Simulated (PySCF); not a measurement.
**Mo⁺ (molybdenum, charge +1) across methods**

[Kr] 4d4 5p1, one real determinant (an excited configuration). All numbers are calculated (PySCF 2.14, scalar relativity through the core potential, in aug-cc-pVTZ-PP with one added diffuse shell each of s, p, d, f, g type with ECP28MDF (7s7p6d4f3g, 113 functions)).

| method | E (hartree) | mean ε 4p β (eV) | mean ε 4d α (eV) | mean ε 5p α (eV) | Σ⟨r²⟩ (bohr²) | ⟨S²⟩ |
| --- | --- | --- | --- | --- | --- | --- |
| PBE0 | -67.3979 | -49.990 | -16.377 | -8.546 | 44.73 | 8.751 |
| M06-L | -67.4052 | -48.168 | -14.680 | -7.850 | 44.41 | 8.751 |
| LDA | -67.2240 | -47.750 | -14.831 | -8.143 | 44.58 | 8.750 |
| TPSS | -67.3853 | -47.894 | -14.733 | -7.990 | 44.62 | 8.751 |
| revPBE | -67.4508 | -47.729 | -14.748 | -8.027 | 44.64 | 8.751 |
| PBE | -67.4088 | -47.722 | -14.784 | -8.050 | 44.64 | 8.751 |
| UHF | -66.91249 | -55.571 | -20.579 | -9.630 | 46.00 | 8.753 |

(1) Estimate the same row for r2SCAN.

⟨L²⟩ = 8.01 against 12 for a pure F term, so this real determinant mixes terms. Energies and moments cover only the electrons outside the core potential.

Results:

(1) E (hartree) = -67.4348; mean ε 4p β (eV) = -48.392; mean ε 4d α (eV) = -15.115; mean ε 5p α (eV) = -8.110; Σ⟨r²⟩ (bohr²) = 44.41; ⟨S²⟩ = 8.751.
